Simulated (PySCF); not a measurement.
Gas-phase reaction: TeF6 + 2 N2O → TeO2 + 2 N2 + 3 F2

Method: PySCF energies plus ideal-gas RRHO corrections (1 bar). † marks an energy on the PBE0/def2-TZVP geometry and frequencies. MP2 and CCSD(T) freeze the core. All species are closed-shell singlets. Te: scalar-relativistic def2 core potential, no spin-orbit coupling. MP2 isn't extrapolated to the basis-set limit; its ΔH°(298 K) is 1158.8 kJ in def2-SVP and 1200.8 kJ in def2-TZVPP. CCSD(T) isn't extrapolated to the basis-set limit. The harmonic model lacks anharmonicity and excited electronic states, which grow with temperature; levels with a mode under 35 cm⁻¹ are left out. Warning, large T1 diagnostic: TeO2 (CCSD(T)/def2-SVP†).

```json
[
 {"level": "BLYP/def2-TZVP†", "ΔE electronic, kJ": "1098", "ΔH°(298 K), kJ": "1072", "ΔS°(298 K), J/K": "486", "ΔG°(1800 K), kJ": "236"},
 {"level": "CCSD(T)/def2-SVP†", "ΔE electronic, kJ": "1061", "ΔH°(298 K), kJ": "1036", "ΔS°(298 K), J/K": "486", "ΔG°(1800 K), kJ": "199"},
 {"level": "M06-2X/def2-TZVP†", "ΔE electronic, kJ": "1304", "ΔH°(298 K), kJ": "1278", "ΔS°(298 K), J/K": "486", "ΔG°(1800 K), kJ": "442"},
 {"level": "MP2/def2-SVP†", "ΔE electronic, kJ": "1184", "ΔH°(298 K), kJ": "1159", "ΔS°(298 K), J/K": "486", "ΔG°(1800 K), kJ": "322"},
 {"level": "PBE/def2-TZVP†", "ΔE electronic, kJ": "1213", "ΔH°(298 K), kJ": "1187", "ΔS°(298 K), J/K": "486", "ΔG°(1800 K), kJ": "351"},
 {"level": "ωB97M-V/def2-TZVP†", "ΔE electronic, kJ": "1204", "ΔH°(298 K), kJ": "1179", "ΔS°(298 K), J/K": "486", "ΔG°(1800 K), kJ": "342"},
 {"level": "ωB97X-V/def2-TZVP†", "ΔE electronic, kJ": "1233", "ΔH°(298 K), kJ": "1208", "ΔS°(298 K), J/K": "486", "ΔG°(1800 K), kJ": "371"}
]
```
ΔH° is lowest at CCSD(T)/def2-SVP† and highest at M06-2X/def2-TZVP†. No reference value is set beside these.
